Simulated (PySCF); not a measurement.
# Computed data sheet: `C/N=C\C[Si@H](Cl)CC#N`

Species: C5H9ClN2Si.
Atom-mapped SMILES: `[CH3:1]/[N:2]=[CH:3]\[CH2:4][Si@H:5]([Cl:6])[CH2:7][C:8]#[N:9]` (hydrogens: H10, H11, H12 on C1; H13 on C3; H14, H15 on C4; H16 on Si5; H17, H18 on C7)

Some functional groups and rings: nitrile, imine, Si–H bond and C–Si bond.

GFN2-xTB geometry:

* Point group of the GFN2-xTB geometry: C1
* Rotational constants A, B, C of the GFN2-xTB geometry: 1.353, 0.874, 0.601 GHz

PBE0/pcSseg-1 ground state and GIAO shieldings, non-relativistic (PySCF):

* Dipole moment: 2.47 D
* HOMO energy: -7.02 eV
* LUMO energy: -0.49 eV
* HOMO–LUMO gap: 6.53 eV
* Lowest Hirshfeld atomic charge: -0.23 e on N9
* Highest Hirshfeld atomic charge: +0.40 e on Si5
* 13C chemical shifts (computed TMS as zero) by class: 161.9 (C3), 121.9 (C8), 39.6 (C1), 24.5 (C4), 3.8 (C7) ppm
* 1H chemical shifts (computed TMS as zero) by class: 7.80 (H13), 5.46 (H16), 3.76 (H10/H11/H12), 2.57 (H15), 1.93 (H17), 1.90 (H14), 1.84 (H18) ppm
* Isotropic shieldings of nuclei other than C and H, by class: -126 (N2), -32 (N9), 346 (Si5), 966 (Cl6) ppm
* Mayer bond orders between heavy atoms: C1–N2 0.97, N2–C3 2.00, C3–C4 0.99, C4–Si5 0.90, Si5–Cl6 1.00, Si5–C7 0.84, C7–C8 1.05, C8–N9 2.99

Monoisotopic mass from the formula: 160.0224 u.

A dipole of 2.47 D is allowed in C1, and pure rotational transitions are dipole-allowed. With B = h/(8π²I), that is 505.379 GHz u Å² over I, the principal moments of inertia are 373.6, 578.3 and 840.7 u Å² (most abundant isotopes); the inertial defect Ic − Ia − Ib is -111.2 u Å² (zero for a rigid planar frame, negative otherwise). The rotational constants make it an asymmetric top with κ = (2B − A − C)/(A − C) = -0.27, nearer the prolate limit (−1). The dipole equals about 8.2 × 10⁻³⁰ C·m (1 D = 3.33564 × 10⁻³⁰ C·m).

One conformer (not necessarily the lowest) at the GFN2-xTB geometry, without solvent or vibrations. GFN2-xTB frequencies show an imaginary mode (32i cm⁻¹), so this geometry is no minimum at that level. NMR classes are plain means over equivalent atoms (diastereotopic ones count apart unless rotation or inversion swaps them), as if these changed places fast; in this geometry the members of some classes differ.

Conformer computed: `[CH3:1]/[N:2]=[CH:3]\[CH2:4][Si@H:5]([Cl:6])[CH2:7][C:8]#[N:9]`: N2–C3–C4–Si5 107°, C3–C4–Si5–Cl6 62°, C4–Si5–C7–C8 -64°.
